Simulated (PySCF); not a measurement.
Molecule: SMILES [SiH3][SiH2][SiH]([SiH3])[SiH3], H₁₂Si₅.

Numbering as in the mapped SMILES `[SiH3:1][SiH2:2][SiH:3]([SiH3:4])[SiH3:5]` (H(Xn): hydrogen on atom n).

Geometry PBE0-D3(BJ)/def2-SVP throughout; GIAO in PySCF, gas phase, one conformer, non-relativistic; equivalent atoms averaged; functional PBE0.

For orientation, STO-3G gives these absolute shieldings σ: Si2 594.1, Si4/Si5 596.7, Si3 599.5, Si1 599.8, H(Si4)/H(Si5) 31.14, H(Si1) 31.15, H(Si2) 31.27, H(Si3) 31.46 ppm.

A run gave: Si2 516.1, Si4/Si5 503.3, Si3 535.1, Si1 505.6, H(Si4)/H(Si5) 27.66, H(Si1) 27.70, H(Si2) 27.85, H(Si3) 28.20 ppm (absolute shieldings σ).

**Question.** Which basis set was used in that run?
A. def2-SVP
B. 6-31G*
C. def2-TZVP
D. cc-pVDZ
E. aug-cc-pVDZ

**Answer.** A. Si3 tells them apart best: def2-SVP gives 535.1, 6-31G* gives 517.4, cc-pVDZ gives 528.4, aug-cc-pVDZ gives 526.9, def2-TZVP gives 466.0 ppm.
